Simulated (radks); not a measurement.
The numbers below are computed, except where a source is named.
How relativity changes the ionisation of neutral titanium ([Ar] 3d2 4s2) to Ti+ ([Ar] 3d2 4s1). Spin-unpolarised spherical Kohn-Sham, PBE, point nucleus unless stated (finite: rms radius 3.5921 fm), a radial shooting solver on a logarithmic mesh with Libxc functionals. A level marked "c x" has the speed of light scaled by that factor and shares open shells by 2j + 1; other Dirac levels either fill j = l - 1/2 first or share by 2j + 1.

| level | E(Ti) (hartree) | E(Ti+) (hartree) | IE (eV) | HOMO | <r> HOMO (bohr) |
|---|---|---|---|---|---|
| non-rel. | -849.08142 | -848.81363 | 7.287 | 3d | 1.601 |
| scalar-rel. | -853.56446 | -853.29446 | 7.347 | 3d | 1.617 |
| scalar-rel., finite nucleus | -853.56264 | -853.29264 | 7.347 | 3d | 1.617 |
| Dirac, 2j+1 shares | -853.57301 | -853.30301 | 7.347 | 3d5/2 | 1.620 |
| Dirac, low j first | -853.57505 | -853.30515 | 7.344 | 3d3/2 | 1.615 |
| Dirac, 2j+1 shares, finite nucleus | -853.57119 | -853.30120 | 7.347 | 3d5/2 | 1.620 |
| Dirac, c x 2 | -850.19370 | -849.92537 | 7.302 | 3d5/2 | 1.606 |
| Dirac, c x 3 | -849.57490 | -849.30688 | 7.293 | 3d5/2 | 1.603 |
| Dirac, c x 100 | -849.08186 | -848.81408 | 7.287 | 3d5/2 | 1.601 |

NIST Atomic Spectra Database: 6.828 eV (measured). The relativistic part of the total energy of Ti is -4.49 hartree (Dirac, 2j+1 shares, finite nucleus), 0.53 % of the non-relativistic value. Spin polarisation and multiplet splitting of open shells are left out at every level.

Beside tabulated values, note that spin-unpolarised runs miss the spin-polarisation part of the exchange energy of open shells.
